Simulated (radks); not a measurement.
Question: Neutral palladium, [Kr] 4d10. Calculated with a radial shooting solver on a logarithmic mesh with Libxc functionals: non-relativistic Kohn-Sham, PBE, spin-polarised, spherical densities, point nucleus. Every spin shell is full or empty, so the densities are truly spherical. Functionals are evaluated on that one density, not self-consistently. Rank these exchange functionals by their error against the exact value of the orbitals, and give that value: LDA, B88, PBE, PBEsol, RPBE, AM05, B86b, revTPSS, Tao-Mo.

Answer: Exact: -138.957 hartree. From best to worst, with 100 (|E| - |E exact|)/|E exact| (equal figures are ties): B86b +0.07, B88 +0.09, RPBE -0.16, PBE -0.36, Tao-Mo -0.73, revTPSS -0.84, PBEsol -2.27, AM05 -4.60, LDA -4.95.
